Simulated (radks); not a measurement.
The indium ion In3+, configuration [Kr] 4d9.75 5d0.25 (fractional occupations, a model configuration). Calculated with a radial shooting solver on a logarithmic mesh with Libxc functionals: Dirac Kohn-Sham, PBE, spin-unpolarised, spherical densities, finite nucleus; open shells fill j = l - 1/2 first; Fermi nuclear charge, rms radius 4.6156 fm. Some entries of the table are withheld. Estimate them.

orbital,occ.,eigenvalue (hartree),<1/r> (bohr^-1),<r> (bohr)
1s1/2,2,-1020.449,51.86,0.02971
2s1/2,2,-153.7586,12.00,0.1281
2p1/2,2,-143.4715,(1),0.1085
2p3/2,4,-135.7217,(2),0.1137
3s1/2,2,-30.14053,4.228,0.3483
3p1/2,2,-25.98845,4.135,0.3394
3p3/2,4,-24.58853,3.942,0.3505
3d3/2,4,-17.24484,3.785,0.3223
3d5/2,6,-16.95803,3.735,0.3258
4s1/2,2,(3),1.644,0.8470
4p1/2,2,-4.21576,1.527,0.8987
4p3/2,4,-3.97032,1.465,0.9282
4d3/2,4,-1.85912,1.175,1.133
4d5/2,5.75,-1.82601,1.160,1.147
5s1/2,0,-1.25975,0.5866,2.207
5p1/2,0,-0.96631,0.5033,2.546
5p3/2,0,-0.93847,0.4882,2.616
5d3/2,0.25,-0.56413,0.3490,3.661
5d5/2,0,-0.56097,0.3471,3.684

Answer. 
(1) 2p1/2 <1/r> (bohr^-1): 11.98
(2) 2p3/2 <1/r> (bohr^-1): 11.19
(3) 4s1/2 eigenvalue (hartree): -5.57356
